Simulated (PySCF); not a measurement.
**Identify the compound**

An unknown has the formula C3H9FOSi3. Its calculated NMR data are:

1H NMR (400 MHz, computed): δ 5.94 (m, 1H), 5.20 (m, 1H), 5.15 (m, 1H), 4.16 (s, 3H), 4.03 (s, 3H).

13C{1H} NMR (computed): δ 201.2 (C), 146.9 (C), 61.1 (CH3).

Level of theory: NMR shieldings at PBE0/pcSseg-1/GIAO, GFN2-xTB structure, in PySCF (isolated molecule, rapidly exchanging positions averaged, no relativistic terms, single conformer).

References, each an isolated molecule treated in the same way: 1H and 13C vs TMS.

Q: What is the structure?

A: 
- Rings plus π bonds: 2 (1 ring in the answer).
- 3 carbon signals for 3 carbons: no two carbons are equivalent.
- Carbon types of the structure: 2 × C, 1 × CH3, leaving 6 H on heteroatoms.
- δC 201.2: alkene carbon bearing oxygen; an sp2 carbon further deshielded by the attached heteroatom.
- δC 146.9: β carbon of an enol-ether or enamine type C=C.
- δC 61.1: methyl carbon bonded to O; the inductive effect lowers its shielding.
- δH 5.94: hydrogen on a silicon bonded to C, F, Si, in a 4-membered ring.
- δH 5.20, 5.15: hydrogen on a silicon bonded to C, Si, in a 4-membered ring.
- δH 4.16: hydrogen on a silicon bonded to C.
- δH 4.03: hydrogen on a methyl carbon bonded to O; its carbon carries O, an electronegative neighbour.

These data were computed for `[SiH3]C1=C(OC)[SiH2][Si@@H]1F`.

The shifts were computed for this structure.

Splittings by 19F in the carbon and heteronuclear signals aren't shown, as no couplings were computed. Shifts are as computed. Against solution values, carbons near 30 ppm lie about +3 ppm off and those near 130 ppm about +5 ppm. Of 1211 compounds with measured shifts, 218 miss one by over three times the rms of a fit or turn the order of signals round; such compounds aren't used in these exercises. No couplings were computed; multiplicities are counted from neighbouring protons, with m where these are inequivalent, close in shift, in a saturated or five-membered ring or joined by F or P, and br s for small geminal =CH2 splittings.
